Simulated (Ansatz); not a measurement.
Consider the redistribution: `NBC1N[SiH2]1` + `CNBF` → `CNBN` + `FBC1N[SiH2]1`.

Gas-phase electronic energies from Ansatz, PBE0-D4/def2-TZVP geometries. CBS: MP2 limit from def2 TZ/QZ plus the TZ coupled-cluster correction, frozen cores. This one scheme is used for every species. Functionals use def2-TZVPP. B3LYP here is the variant with VWN-RPA as its local correlation; programs differ in this. Each species was taken in one conformer, which may not be the lowest.

(1) Is it downhill or uphill in electronic energy at CCSD(T)/CBS, and by how much? (Estimate.)

(2) What do these levels give: PBE-D4, B3LYP-D4, ωB97X-V, B2PLYP, PBE, PBE0, HF/def2-TZVPP, MP2/def2-TZVPP, CCSD(T)/def2-TZVPP, HF/def2-QZVPP, SCS-MP2/def2-QZVPP, CCSD/CBS(def2)? (Best estimate.)

Largest T1 diagnostic among the species: 0.013.

## Answers

(1) The calculation gave: Uphill: ΔE = +0.31 eV.

(2) Ansatz gave: PBE-D4 0.29, B3LYP-D4 0.29, ωB97X-V 0.29, B2PLYP 0.30, PBE 0.29, PBE0 0.29, HF/def2-TZVPP 0.29, MP2/def2-TZVPP 0.31, CCSD(T)/def2-TZVPP 0.32, HF/def2-QZVPP 0.29, SCS-MP2/def2-QZVPP 0.31, CCSD/CBS(def2) 0.30 eV.
